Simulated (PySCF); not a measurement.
**MN2- across group 15**

Level: PBE0, basis family def2-TZVPD, scalar-relativistic core potentials from Rb on and no relativity for lighter atoms.

Each entry is the lowest minimum that a search over a few typed start shapes (and spin states, where more than one is plausible) found, or that minimum re-optimised at the stated level; isomers with ligand–ligand bonds, or fragments after loss of a ligand pair, can lie lower. Open shells are unrestricted; no spin–orbit coupling; PySCF with density fitting.

Task: Order by mean bond length to the first atom of the formula (for M2X and M3X the non-metal), shortest first (Å).
A. BiN₂⁻
B. AsN₂⁻
C. PN₂⁻
D. SbN₂⁻

Result: C (1.511), B (1.646), D (1.843), A (1.931).

Task: Give point groups and multiplicities.

Result: PN₂⁻ D∞h singlet, AsN₂⁻ D∞h singlet, SbN₂⁻ D∞h singlet, BiN₂⁻ D∞h singlet.

The bond lengthens at every step; the largest change, 0.197 Å, falls between AsN₂⁻ and SbN₂⁻ among the members listed.

Spin–orbit coupling can matter for BiN₂⁻.

Left out of the table are members whose search was unfinished or whose lowest solution was spin-contaminated, unstable, very soft or bonded differently.
